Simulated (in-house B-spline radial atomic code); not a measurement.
N+ is squeezed into an impenetrable sphere of radius R (the orbitals vanish at R). No spin polarisation. Caution: exact exchange at fractional occupations of open shells leaves self-interaction of up to several eV. Computed with a B-spline radial code for spherical atoms: non-relativistic B3LYP, spherical fractional occupations, point nucleus.

Energies in eV above the free ion in [He] 2s2 2p2:

| R (bohr) | highest level (eV) | [He] 2s2 2p2 | [He] 2s1 2p3 | -dE/dV in [He] 2s2 2p2 (GPa) |
| --- | --- | --- | --- | --- |
| 7.47 | -20.5 | 0.0002201 | 13.02 | 0.000758 |
| 6.96 | -20.5 | 0.0006867 | 13.02 | 0.00271 |
| 4.72 | -20.3 | 0.09537 | 13.14 | 0.805 |
| 4.03 | -19.8 | 0.4311 | 13.56 | 5 |
| 3.77 | -19.5 | 0.7618 | 13.95 | 10.1 |
| 2.95 | -16.4 | 4.643 | 18.29 | 102 |
| 2.48 | -11.5 | 13.3 | 27.4 | 420 |
| 2.3 | -8.25 | 20.03 | 34.26 | 744 |
| 1.85 | 6.57 | 57.39 | 70.99 | 3470 |
| 1.44 | 38.9 | 160.5 | 167.8 | 17700 |

(1) Does [He] 2s1 2p3 fall below [He] 2s2 2p2 under compression?

The highest level is first positive in the row R = 1.85 bohr, pushed up by confinement above the zero of the free ion's potential. Each configuration is held fixed and needn't be the lowest in the sphere.

Answers

(1) No, it stays above over the whole range.
